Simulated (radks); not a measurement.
Values are calculated unless marked as measured or tabulated.
These are the eigenvalues of the occupied orbitals of an atom or ion with whole-number occupations (eV). Level of theory: scalar-relativistic Kohn-Sham, SCAN, spin-polarised, spherical densities, finite nucleus; meta-GGA in the generalised Kohn-Sham scheme; Fermi nuclear charge, rms radius of each element as measured or else 0.836 A^(1/3) + 0.57 fm (a radial shooting solver on a logarithmic mesh with Libxc functionals).

| orbital | eigenvalue |
|---|---|
| 1s up | -24217.34 |
| 1s down | -24217.31 |
| 2s up | -3553.658 |
| 2s down | -3553.487 |
| 2p up | -3182.917 |
| 2p down | -3182.772 |
| 3s up | -649.5868 |
| 3s down | -649.5012 |
| 3p up | -526.5867 |
| 3p down | -526.4780 |
| 3d up | -332.1985 |
| 3d down | -332.0194 |
| 4s up | -91.7250 |
| 4s down | -90.8853 |
| 4p up | -56.5285 |
| 4p down | -55.6625 |
| 4d up | -7.2607 |
| 4d down | -6.1752 |
| 5s up | -5.1912 |

Which element is it, and in what charge state? The configuration may be excited. Open shells, if any, are filled with parallel spins first.

Answer. Z = 46, palladium, charge 0: Pd in [Kr] 4d9 5s1. The list shows which subshells hold electrons but not how many an open one holds; the 1s level, -889.97 hartree, gives Z - s = 42.2 by -(Z - s)^2/2, which with screening and relativity narrows Z to a few neighbours, and the depths of the outer levels then fix element, charge and occupations together.
